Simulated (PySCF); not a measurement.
## Property card for `ClC[C@@H]1CC[C@@H](Cl)CO1`

Species: C₆H₁₀Cl₂O.
SMILES with atom numbers: `[Cl:1][CH2:2][C@@H:3]1[CH2:4][CH2:5][C@@H:6]([Cl:7])[CH2:8][O:9]1` (hydrogens: H10, H11 on C2; H12 on C3; H13, H14 on C4; H15, H16 on C5; H17 on C6; H18, H19 on C8)

Cartesian coordinates in Å at the GFN2-xTB level; atoms count from 1:
```
atom  x, y, z in Å
Cl1    3.5258    0.3616   -0.5485
C2     2.3528   -0.4246    0.5220
C3     0.9532   -0.3569   -0.0789
C4     0.4129    1.0737   -0.1521
C5    -1.0237    1.0511   -0.6747
C6    -1.8438    0.1208    0.2089
Cl7   -3.4986   -0.0510   -0.4334
C8    -1.1834   -1.2574    0.2640
O9     0.1334   -1.1630    0.7506
H10    2.6554   -1.4639    0.6445
H11    2.3833    0.0838    1.4849
H12    0.9742   -0.7872   -1.0948
H13    1.0456    1.6732   -0.8060
H14    0.4332    1.5084    0.8494
H15   -1.0403    0.6795   -1.7020
H16   -1.4498    2.0549   -0.6690
H17   -1.9371    0.5300    1.2182
H18   -1.1903   -1.7039   -0.7419
H19   -1.7124   -1.9198    0.9515
```

Some functional groups and rings: ether and C–Cl bond.

GFN2-xTB geometry:

* Point group of the GFN2-xTB geometry: C1
* Rotational constants A, B, C of the GFN2-xTB geometry: 3.622, 0.475, 0.437 GHz

From PBE0/pcSseg-1 ground state and GIAO shieldings, non-relativistic (PySCF):

- Dipole moment: 0.65 D
- HOMO energy: -7.83 eV
- LUMO energy: 0.57 eV
- HOMO–LUMO gap: 8.40 eV
- Lowest Hirshfeld atomic charge: -0.13 e on O9
- Highest Hirshfeld atomic charge: +0.05 e on H10/H11/H19
- 13C chemical shifts (computed TMS as zero) by class: 81.7 (C3), 77.6 (C8), 59.5 (C6), 51.8 (C2), 38.4 (C5), 33.8 (C4) ppm
- 1H chemical shifts (computed TMS as zero) by class: 4.27 (H19), 3.73 (H10), 3.67 (H17), 3.40 (H18), 3.18 (H12), 3.18 (H11), 2.30 (H16), 2.24 (H13), 1.52 (H15), 1.04 (H14) ppm
- Isotropic shieldings of nuclei other than C and H, by class: 256 (O9), 814 (Cl7), 897 (Cl1) ppm
- Mayer bond orders between heavy atoms: Cl1–C2 0.99, C2–C3 1.01, C3–C4 0.99, C4–C5 1.04, C5–C6 0.97, C6–Cl7 1.01, C6–C8 0.96, C8–O9 0.93, O9–C3 0.90

Monoisotopic mass from the formula: 168.0109 u.

The rotational constants make it an asymmetric top with κ = (2B − A − C)/(A − C) = -0.98, nearer the prolate limit (−1). With B = h/(8π²I), that is 505.379 GHz u Å² over I, the principal moments of inertia are 139.5, 1063.7 and 1157.0 u Å² (most abundant isotopes); the inertial defect Ic − Ia − Ib is -46.2 u Å² (zero for a rigid planar frame, negative otherwise). A dipole of 0.65 D is allowed in C1, and pure rotational transitions are dipole-allowed. The dipole matches unit charges of opposite sign 0.14 Å apart (1 e·Å = 4.8032 D).

Isolated species at its GFN2-xTB geometry (one conformer only).
